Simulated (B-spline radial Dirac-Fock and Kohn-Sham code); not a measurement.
**X-ray form factors of silicon in several charge states**

Model: configuration-average Dirac-Fock orbitals. Program: a radial B-spline solver.

Configurations: Si⁶⁺ [He] 2s2 2p4; Si⁷⁺ [He] 2s2 2p3; Si⁸⁺ [He] 2s2 2p2. The first column is f₀ of Si⁶⁺, the others are differences from it.

| s (Å⁻¹) | Si⁶⁺ | Δ Si⁷⁺ | Δ Si⁸⁺ |
| --- | --- | --- | --- |
| 0 | 8.000 | -1.000 | -2.000 |
| 0.1 | 7.865 | -0.971 | -1.947 |
| 0.2 | 7.480 | -0.890 | -1.796 |
| 0.3 | 6.900 | -0.772 | -1.574 |
| 0.4 | 6.196 | -0.636 | -1.315 |
| 0.5 | 5.446 | -0.500 | -1.052 |
| 0.7 | 4.044 | -0.274 | -0.602 |
| 0.9 | 2.978 | -0.133 | -0.307 |
| 1.1 | 2.278 | -0.059 | -0.143 |
| 1.4 | 1.709 | -0.013 | -0.036 |

Values without a named source are computed, but for edge energies of neutral atoms, which are taken from tables.
